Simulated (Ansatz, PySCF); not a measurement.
Dimer: H2O (SMILES O) (first 3 atoms) with CH4S (SMILES CS); geometry from B3LYP-D3(BJ)/def2-TZVP.
(charge 0, multiplicity 1):
```csv
atom,x (Å),y (Å),z (Å)
O,0.2608,-0.0870,0.2851
H,0.8310,-0.7092,-0.1793
H,-0.6184,-0.2140,-0.0875
C,0.8238,0.8283,4.3296
S,0.2309,-0.7983,3.7575
H,0.1350,1.6205,4.0434
H,0.8709,0.7781,5.4161
H,1.8184,1.0420,3.9437
H,0.2472,-0.5190,2.4403
```

Basis-set superposition error: the interaction energy with monomers in their own basis, and in the dimer's basis (counterpoise).

Programs: Ansatz (a program for electronic structure) with Gaussian orbitals; PySCF for 6-31G* rows, M06-2X. 

| level | uncorrected (kcal/mol) | counterpoise (kcal/mol) | difference |
|---|---|---|---|
| revPBE/def2-TZVPPD | -0.94 | -0.89 | 0.05 |
| r2SCAN/def2-TZVPPD | -2.21 | -2.17 | 0.04 |
| B3LYP/def2-TZVPPD | -1.49 | -1.45 | 0.04 |
| M06-2X/def2-TZVPPD | -2.05 | -2.01 | 0.05 |
| CAM-B3LYP/def2-TZVPPD | -2.00 | -1.95 | 0.05 |
| B2PLYP/def2-TZVPPD | -1.92 | -1.77 | 0.14 |
| MP2/6-31G* | -3.57 | -2.06 | 1.51 |
| SCS-MP2/aug-cc-pV(Q+d)Z | -2.07 | -1.86 | 0.21 |
| CCSD/aug-cc-pV(D+d)Z | -2.43 | -1.63 | 0.79 |
| CCSD(T)/aug-cc-pV(D+d)Z | -2.74 | -1.86 | 0.88 |

The error is largest for MP2/6-31G* (1.51 kcal/mol) and smallest for r2SCAN/def2-TZVPPD (0.04 kcal/mol).
